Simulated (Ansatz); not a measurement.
CdCl4, relaxed as a singlet with RKS PBE0-D4/def2-SVP in Ansatz, starting from the GFN1-xTB geometry. Force threshold 0.02 eV/Å.

In the def2 sets Cd takes a core potential; there is no spin–orbit coupling. In the singlet, Cl2 and Cl5 lie 2.06 Å apart (atoms count from 1), so these atoms are partly bonded to each other. The structure comes from a short search, and lower isomers may exist.

Start:

```csv
atom,x (Å),y (Å),z (Å)
Cd1,-0.4169,0.7099,-0.7687
Cl2,0.1199,-0.4512,1.5221
Cl3,0.6042,-0.6359,-2.2529
Cl4,-1.6487,2.4123,0.0308
Cl5,1.3416,-2.0351,1.4687
```

Problem. Estimate the energy that the relaxation releases and the steps that it takes.

Solution. 6.2 kcal/mol, in 8 steps; 8.5 s on 4 threads of Arm Neoverse V2 on a shared host. No frequencies were taken in this run, so the end may be a saddle point.

Problem. Does the start keep its bonding?

Solution. By distances, no bond broke or formed. The bond that changes most is Cd1–Cl2, from 2.62 to 2.96 Å (atoms count from 1).

Problem. Predict the relaxed structure.

Solution. 
Cartesian coordinates in Å:
```
Cd -0.3892 0.7018 -1.1767
Cl 0.0670 -0.2887 1.5776
Cl 0.5580 -0.4640 -2.8905
Cl -1.4191 1.9978 0.4336
Cl 1.1833 -1.9469 2.0560
```
Bond lengths: 2 × Cd–Cl 2.28 to 2.31 Å; 1 × Cl–Cl 2.06 Å.
